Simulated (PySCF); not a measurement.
# Correlation energy of Al+ (aluminium, charge +1)

[Ne] 3s2, closed-shell 1S. All numbers are calculated (PySCF 2.14, the spin-free X2C one-electron Hamiltonian (Gaussian nucleus), in x2c-TZVPall). Frozen: [Ne]; 2 electrons correlated.

Total MP2 correlation energy: -27.12 mhartree.

Same-spin part 0.00 and opposite-spin part -27.12 mhartree; SCS-MP2 scales them by 1/3 and 6/5 to -32.54 mhartree.

With two correlated electrons CCSD is exact within the correlated space (frozen core and kept virtual orbitals).

```json
{"level": "CCSD", "correlation energy (mhartree)": "-39.10"}
```

Diagnostics: T1 = 0.0081, D1 = 0.0115, largest double amplitude 0.111.

Cost of the coupled-cluster step: 0.09 s of wall time on 1 thread of Intel(R) Xeon(R) Platinum 8375C CPU @ 2.90GHz (shared host), for 2 correlated electrons.
